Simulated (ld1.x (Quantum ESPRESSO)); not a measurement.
# Pseudopotential generation for iron: TM semilocal, PBE, scalar-relativistic.

```
Element                 : iron (Fe)
Generator               : ld1.x (Quantum ESPRESSO) 7.5
Type                    : norm-conserving Troullier–Martins (semilocal form)
Functional              : PBE
Relativity              : scalar-relativistic
Frozen core             : [Ar]
Valence charge          : 8
Reference configuration : 3d6 4s2 4p0
Partial waves           : 4p (bound, empty): rc 3.45 bohr; 3d (bound): rc 1.30 bohr; 4s (bound): rc 2.00 bohr
Local potential         : the s channel
Core correction         : a·sin(br)/r model core inside 1.42 bohr
```

- Cutoffs needed: 140 Ry and 200 Ry (the cutoffs (Ry, on a coarse ladder) from which the occupation-weighted sum of valence levels, in a spherical-Bessel basis at the reference potential, stays within 10 and 1 mRy of its value at 400 Ry)
- Ghost test: no extra level below or beside the all-electron valence levels (p, d, s tested); the semilocal form is local in each channel, so this says nothing of the separable form that plane-wave codes build from it (spherical-Bessel basis up to 400 Ry, 20 bohr box)
- Largest excitation error: -219 meV (all-electron minus pseudo) for 3d5 4s2 4p1, out of 7 test configurations
